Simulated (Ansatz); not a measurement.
Coupled-cluster diagnostics for Au₂Br, Ansatz.

Geometry of the doublet (PBE-D4/def2-TZVP):

Cartesian coordinates in Å:
```
Au -0.357 1.353 1.806
Au 0.173 -1.810 -1.385
Br 0.184 0.456 -0.421
```

In the def2 sets Au takes a core potential; there is no spin–orbit coupling. Correlated methods freeze 9 core orbitals; core or outer-core shells of Au, Br are correlated, in sets that lack core-valence functions. In CCSD on the charge 0 doublet the largest single amplitude is 0.23, so its Hartree–Fock determinant may place the open shell otherwise than the density functionals do. No other spin state of charge 0 was run. Another isomer (doublet) lies 0.52 eV lower at PBE0-D4/def2-TZVP; other spin states weren't run for this one.

Problem. Estimate the CCSD(T) correlation energy, the shares of MP2 and (T), T1 and the reference's ⟨S²⟩ for: charge 0, doublet, own geometry in def2-SVP; and the rough time on 4 threads of Arm Neoverse V2 on a shared host.

Solution. 
| state | basis | correlation (eV) | MP2 share (%) | (T) share (%) | T1 | ⟨S²⟩ (pure) | wall time |
| --- | --- | --- | --- | --- | --- | --- | --- |
| charge 0, doublet, own geometry | def2-SVP | -24.606 | 102.4 | 2.6 | 0.034 | 0.78 (0.75) | 20 s |
Customary marks for T1 are 0.02 (closed shells), 0.045 (open shells) and about 0.05 (3d metals). T1 exceeds 0.02 in 1 of 1 rows and 0.045 in 0; the higher it lies, the less the single-reference result can be trusted.
